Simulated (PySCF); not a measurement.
Compound: C7H13OP.
Atom-mapped SMILES: `[CH3:1][C@@H:2]1[CH2:3][CH2:4][P@@:5]1(=[O:6])[CH:7]1[CH2:8][CH2:9]1`

Probes without a nucleus sit at each ring's centroid and 1 Å off its mean plane on both sides; NICS is minus the shielding there, NICSzz its component along the normal. Level: GIAO PBE0/pcSseg-1 (PySCF, non-relativistic, gas phase) on the GFN2-xTB geometry, one conformer.

Rings: 1. C2–C3–C4–P5; 2. C7–C8–C9.

| set | NICS(0) | NICS(1), two faces | NICS(1)zz, two faces |
| --- | --- | --- | --- |
| P | -45.2 | -8.7 / -9.8 | -24.6 / -25.4 |
| Q | -0.8 | -2.0 / -0.6 | 3.4 / 4.4 |

Which set (ppm) belongs to which ring?

P = 2, Q = 1.
- 1 (4-membered ring with P; formal bonds all single): mean NICS(1)zz 3.9 ppm, deshielded. C2, C3, C4, P5 have four or more neighbours, so the value isn't read as a sign of a π ring current.
- 2 (3-membered carbocycle; formal bonds all single): mean NICS(1)zz -25.0 ppm, shielded. C7, C8, C9 have four or more neighbours, and the NICS criterion for π rings isn't applied.

How do the rings differ in shape?

```json
{"ring": "1", "bond lengths (Å)": "1.546, 1.544, 1.857, 1.868", "rms pucker (Å)": "0.12", "HOMA": "–", "nearest outside atom to a NICS(1) probe (Å)": "hydrogen 1.41"}
{"ring": "2", "bond lengths (Å)": "1.502, 1.488, 1.502", "rms pucker (Å)": "0.00", "HOMA": "–", "nearest outside atom to a NICS(1) probe (Å)": "hydrogen 1.43"}
```

Shape of the structure used: `[CH3:1][C@@H:2]1[CH2:3][CH2:4][P@@:5]1(=[O:6])[CH:7]1[CH2:8][CH2:9]1`: C4–P5–C7–C8 -105°.
